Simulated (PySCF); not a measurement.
Au⁺: excitation energy

Au⁺ [Xe] 4f14 5d10 (1S) → Au⁺ [Xe] 4f14 5d9 6s1 (3D), as a difference of total energies. Calculation: PySCF 2.14, in x2c-TZVPPall; scalar relativity by spin-free X2C-1e. Correlated levels: valence and next inner shell: [Kr] 4d10 4f14 frozen. The calculations carry no spin-orbit coupling.

```json
{"method": "UHF", "excitation energy (eV)": "2.087"}
{"method": "MP2 (valence and next inner shell)", "excitation energy (eV)": "2.488"}
{"method": "SCS-MP2 (valence and next inner shell)", "excitation energy (eV)": "2.534"}
{"method": "CCSD (valence and next inner shell)", "excitation energy (eV)": "2.367"}
{"method": "CCSD(T) (valence and next inner shell)", "excitation energy (eV)": "2.393"}
```

Task: How much does correlation contribute at CCSD(T) (valence and next inner shell)?

Result: 2.393 − (2.087) = 0.306 eV, measured against UHF.

A first-order spin-orbit estimate (lowest level to lowest level, LS coupling) adds -0.663 eV.

The basis was made for the ground configuration and has no added diffuse functions, so the excitation energy can come out too high.
